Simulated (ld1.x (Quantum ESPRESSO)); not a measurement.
## ytterbium: RRKJ pseudisation with PBE, scalar-relativistic reference atom.

ld1.x (Quantum ESPRESSO) 7.5 input, shortened:

```
&input
   title='Yb', zed=70., rel=1, dft='PBE', iswitch=3,
   config='[Xe] 4f14 5d0 6s1 6p0'
 /
 &inputp
   pseudotype=2, tm=.false., lloc=0,
   nlcc=.true., rcore=1.20
 /
4
6P  2  1   0.00   0.00  3.70  3.70  0.0
5D  3  2   0.00   0.00  3.00  3.00  0.0
4F  4  3  14.00   0.00  1.20  1.20  0.0
6S  1  0   1.00   0.00  3.15  3.15  0.0
 &test
   configts(1)='4f14 5d0 6s1 6p0'
 /
```

- Cutoffs needed: 230 Ry and 300 Ry (the cutoffs (Ry, on a coarse ladder) from which the occupation-weighted sum of valence levels, in a spherical-Bessel basis at the reference potential, stays within 10 and 1 mRy of its value at 400 Ry)
- Ghost test: no extra level below or beside the all-electron valence levels (p, d, f, s tested) (spherical-Bessel basis up to 400 Ry, 20 bohr box)
- Configuration tests: no test is counted, since the test run did not reproduce the reference configuration
